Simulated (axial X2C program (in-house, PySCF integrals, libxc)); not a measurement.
## BAs⁺: properties at the nuclei

Computed with an in-house all-electron X2C program for linear molecules (integrals from PySCF): two-component X2C with atomic mean-field Coulomb and Gaunt terms, Gaussian nuclei, basis As dyall-cv3z, B dyall-v3z with contracted cores.

R = 1.971 Å (near the PBE0 minimum at charge 1 of the determinant lowest at the starting distance; the state shown can have its own minimum elsewhere).

Input and command:
```json
{"zs": [33, 5], "q": 1, "bas": ["dyall-cv3z", "dyall-v3z"], "r0": 2.06, "levels": ["PBE0", "HF", "B3LYP", "PBE50", "r2SCAN"], "nst": 3}
```
```bash
python soeom.py task.json out
```

Keys: zs atomic numbers; q charge; bas basis sets; r0 starting distance in Å; levels methods; nst determinants followed.

Determinant lowest in the PBE0 search, Ω = 3/2 (⟨Sz⟩ = 1.50, ⟨Lz⟩ = 0.00 at PBE0), spin on the atoms As 0.87, B 0.62:

| level | Eeff magnitude (GV/cm) | Ws magnitude As (kHz) | A∥/gI As (MHz) | qzz As (a.u.) | A∥/gI B (MHz) | qzz B (a.u.) |
| --- | --- | --- | --- | --- | --- | --- |
| PBE0 | 0.269 | 0.0478 | -247 | -2.72 | 135 | -0.38 |
| HF | 0.68 | 0.158 | -235 | -2.00 | 133 | -0.49 |
| B3LYP | 0.107 | 0.00187 | -209 | -2.60 | 142 | -0.39 |
| PBE50 | 0.319 | 0.0596 | -248 | -2.44 | 132 | -0.41 |
| r2SCAN | 0.498 | 0.11 | -284 | -3.00 | 151 | -0.38 |

Determinant 0.83 eV from it at PBE0 and this distance, Ω = 1/2 (⟨Sz⟩ = 0.50, ⟨Lz⟩ = 0.00 at PBE0), spin on the atoms As 0.07, B 0.43:

```csv
level,Eeff magnitude (GV/cm),Ws magnitude As (kHz),Ws magnitude B (kHz),A∥/gI As (MHz),qzz As (a.u.),A∥/gI B (MHz),qzz B (a.u.)
PBE0,0.0264,0.00151,0.00824,204,-2.58,424,-0.39
HF,0.104,0.0615,0.01,235,-2.41,437,-0.48
B3LYP,0.0192,0.0386,0.00848,180,-2.49,439,-0.41
PBE50,0.0449,0.0156,0.00865,170,-2.45,422,-0.41
r2SCAN,0.0909,0.0577,0.00817,251,-2.71,447,-0.40
```

Eeff is the effective electric field on the electron electric dipole moment in this Ω state and Ws the scalar–pseudoscalar constant of the nucleus named (defined with the proton number Z and per Ω); A∥ (defined per Ω) follows by multiplying with gI = μI/(I μN); qzz is the electric field gradient, eQq0 = 234.96 MHz × Q/barn × qzz. The operators were transformed with the bare-nucleus X2C matrices; with these basis sets, hyperfine constants and field gradients can be off by tens of per cent, and where levels differ in sign neither size nor sign is settled.

Task: With gI(75As) = 0.9597, Q(75As) = 0.311 barn, gI(11B) = 1.7924, Q(11B) = 0.04059 barn (g factors from the IAEA table of nuclear moments by Stone; Q from Pyykkö, Mol. Phys. 2018), turn the PBE0 values of the first state into constants in MHz.

Result: A∥(75As) = -247 × 0.9597 = -237 MHz; eQq0(75As) = 234.96 × (0.311) × (-2.72) = -199 MHz; A∥(11B) = 135 × 1.7924 = 242 MHz; eQq0(11B) = 234.96 × (0.04059) × (-0.38) = -3.62 MHz.

Each state is one determinant with collinear spin, which with several unpaired electrons need not be a pure state. Unrestricted Hartree–Fock can overshoot spin polarisation at the nuclei. In the state Ω = 1/2 the sign of Eeff differs between levels (B3LYP against PBE0). This is the top spin component of a Σ state; components of lower Ω are not single determinants and can lie lower. With several open shells hyperfine constants can be off by a factor of several. Where Eeff spreads by more than a factor of two the levels disagree and none is to be relied on. States lie within half an eV, so the first need not be the ground state. The sign of Ws at As differs between levels in the second state. Further determinants of the search, some of them spin-mixed, are not shown. PBE0 term energies can be off by some tenths of an eV.
